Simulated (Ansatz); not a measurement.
Pd2H⁻. The state is a singlet with charge -1. Geometry r2SCAN-D4/def2-TZVPD; atoms count from 1.

```xyz
3

Pd    1.506   -0.495   -0.779
Pd   -0.729    0.471   -0.337
H    -0.777    0.023    1.116
```

In the def2 sets Pd takes a core potential; there is no spin–orbit coupling. The highest occupied level of the charge -1 singlet lies above zero (up to 0.29 eV). By energy differences its removal costs 1.40 eV (vertical, to the charge 0 doublet, at PBE0-D4/def2-TZVPD), and other spins of that charge weren't run; a positive level beside a positive removal energy at the same level points to self-interaction error. The structure comes from a short search, and lower isomers may exist.

Question: Estimate the Mulliken populations from the PBE0/def2-TZVPD orbitals of Ansatz.

Answer: 
```json
{"atom": "Pd1", "charge (e)": "-0.63", "d electrons": "9.73"}
{"atom": "Pd2", "charge (e)": "-0.56", "d electrons": "9.34"}
{"atom": "H3", "charge (e)": "0.19", "d electrons": "–"}
```
Mulliken values and Mayer orders depend strongly on the basis. With diffuse functions, as here, like atoms can get unlike values, and bond orders can come out too low or too high.

Question: And the Mayer bond orders between bonded heavy atoms (over 0.3)?

Answer: Pd1–Pd2 0.89 (2.47 Å).
